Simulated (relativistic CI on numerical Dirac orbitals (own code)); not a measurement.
# Ir69+: sensitivity of the levels to the model

Base calculation: Dirac-Coulomb-Breit CI, orbitals from a KLI potential per configuration, a model potential for QED, unscaled Slater integrals.

CI space (outside the closed core 1s2): 2s2 2p4, 2s 2p5, 2p6, 2p5 3s, 2s2 2p3 3s, 2p5 3p, 2p5 3d, 2s2 2p3 3p, 2s2 2p3 3d, 2s 2p4 3s, 2s 2p4 3p, 2s 2p4 3d, 2s2 2p3 4s, 2s2 2p3 4p, 2s2 2p3 4d, 2s2 2p3 4f. Levels of other configurations are missing.

The lowest level and the first level of each name with at least 55 % of one term (blank where a level has no safe partner in the second run):

| Level | Base (eV) | Shift (eV) |
| --- | --- | --- |
| 2s2 2p4 3P_2 | 0.0 | 0.0 |
| 2s2 2p4 1S_0 | 64.9 | +2.0 |
| 2s2 2p4 3P_1 | 1683.8 | -0.3 |
| 2s2 2p4 1D_2 | 1702.7 | -0.3 |
| 2s 2p5 3P°_2 | 2118.6 | 0.0 |
| 2s 2p5 1P°_1 | 2208.5 | +0.4 |
| 2s2 2p4 3P_0 | 3415.0 | +4.3 |
| 2s 2p5 3P°_0 | 3815.5 | -0.1 |
| 2s 2p5 3P°_1 | 3855.2 | +0.1 |
| 2p6 1S_0 | 4368.5 | -6.1 |
| 2s2 2p3 3p 3P_0 | 10040.0 | +0.5 |
| 2s2 2p3 3d 3P°_0 | 10123.5 | +0.3 |
| 2s2 2p3 3s 3S°_1 | 11047.6 | +0.1 |
| 2s2 2p3 3s 3D°_3 | 11059.4 | -0.1 |

At this charge energies of transitions that change n are usually good to better than 1 %, and those within a shell (Δn = 0) to a few per cent.

Question: One thing was changed in a second run, which moved the levels as shown. Which?
A. one mean potential for all configurations
B. QED terms removed
C. configuration mixing switched off
D. Breit term removed

Answer: C. Configuration mixing switched off. Without mixing, levels that were pushed by configurations of the same parity and J return to their single-configuration places.

LS names give the leading component of a level, which can be under half, so a name can repeat, a term be missing and a line seem to break the LS rules.
